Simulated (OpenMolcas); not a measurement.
**Ti2+: ligand-field states by method**

Ti2+ with 6 ligands (sulfide) in octahedral coordination (Oh) at 2.64 Å. A charge of +1.67 e stands 3.2 Å behind each ligand. Ligand basis ANO-RCC-VDZP.

```
Program             : OpenMolcas 26.06
Basis               : ANO-RCC-VDZP [5s4p2d1f]
Scalar Hamiltonian  : DKH2, point nucleus
Active space        : 2 electrons in 5 orbitals (3d)
State averaging     : 2S+1 = 3 even, 10 roots; 2S+1 = 1 even, 15 roots
Spin-orbit coupling : RASSI with atomic mean-field integrals over the reference wave functions
```

I. CASSCF
II. SS-CASPT2, IPEA 0.25 Eh, imaginary shift 0.1 Eh (closed shells correlated: 3s 3p and the ligand valence shells)

Spin-free states (labels of O, the rotations of Oh) in cm-1, each column counted from its own energy of the first state listed:

| State | Degeneracy | I | II |
| --- | --- | --- | --- |
| 3T1 | 3 | 0 | 0 |
| 3T2 | 3 | 2559 | 2870 |
| 3A2 | 1 | 5714 | 5820 |
| 1T2 | 3 | 10987 | 7190 |
| 1E | 2 | 11697 | 8400 |
| 3T1 | 3 | 14174 | 11220 |
| 1T2 | 3 | 16727 | 13080 |
| 1T1 | 3 | 17863 | 14920 |
| 1A1 | 1 | 18321 | 13430 |
| 1E | 2 | 18880 | 14850 |
| 1A1 | 1 | 39751 | 29010 |

From I to II, I's first state of the same spin (3T2) moves from 2559 to 2870 cm-1, by about +310 cm-1.

From I to II, I's first state of another spin (1T2) moves from 10987 to 7190 cm-1, by about -3800 cm-1.

χT at 300 K: I 1.15, II 1.14 cm3 K/mol.

Roots that are degenerate in the reference are averaged as groups; the widest CASPT2 spread within a group is 85 cm-1 (the 3-fold group of multiplicity 1 near 14900 cm-1 above the lowest state of its run, II). Shifts and gaps below about the spread of the groups concerned are not significant. Over all roots computed the reference weight is 0.62 to 0.64 in II; a low but even weight reflects the number of correlated electrons. An orbital triplet at a regular site is open to Jahn-Teller coupling, which can distort the site and quench the lowest spin-orbit gaps and is left out. The sulfide ions are held by bare point charges, a crude embedding. Ligand-to-metal charge-transfer states are missing. With no ligand orbital active B as a rule stays too high, so bands that hang on it stand too high and its fall with covalency is understated. Without dynamic correlation the repulsion within the d shell is too large (B by tens of per cent), so at a given field states of lower spin stand too high (holds for I). With metal d orbitals alone and no dynamic correlation the field as a rule comes out too small, by tens of per cent, by up to half for chloride and softer ligands (holds for I). These CASPT2 states fit no ligand-field parameters well, so their order and spin gaps are uncertain (holds for II). With one d shell and no ligand orbital active, 10Dq can be off by tens of per cent for divalent 3d ions, low with halides held by bare charges and at times high in hosts (holds for II). Free-ion shares, where given, are those of the reference states; single-state CASPT2 does not remix them (holds for II). No measured value stands beside these numbers; the geometry was imposed, not optimised, and the real ion may take another.
